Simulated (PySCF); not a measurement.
# Correlation energy of Br²⁰⁺ (bromine, charge +20)

[Ne] 3s2 3p3, high-spin 4S determinant. Calculation: PySCF 2.14, in an even-tempered Gaussian basis (18 s from 2.1 bohr⁻², ratio 2.5; 12 p from 2.7 bohr⁻², ratio 2.5; 5 d from 12 bohr⁻², ratio 2.7; 4 f from 18 bohr⁻², ratio 2.7); scalar relativity by spin-free X2C-1e. Frozen: 1s2; 13 electrons correlated; the 22 highest virtual orbitals of each spin left out.

```json
{"level": "CCSD", "correlation energy (mhartree)": "-505.04"}
{"level": "(T)", "correlation energy (mhartree)": "-1.85"}
{"level": "CCSD(T)", "correlation energy (mhartree)": "-506.89"}
```

Diagnostics: T1 = 0.00072, D1 = 0.0023, largest double amplitude 0.033.

Spin-orbit coupling is strong in this species (close to jj coupling), so the high-spin LS determinant is a model state, not a physical level.

Cost of the coupled-cluster step: roughly 80 core-seconds, for 13 correlated electrons.

At this charge the one-electron X2C treatment keeps the bare 1/r₁₂, with no two-electron picture change or Breit term. The effect here is smaller than on the frozen 1s shell; and a scalar Hamiltonian misses the large spin-orbit splitting of the p shells, which matters for ns² → np² pairs.

Spin-orbit coupling is strong in this species, so the high-spin LS determinant is a model state.
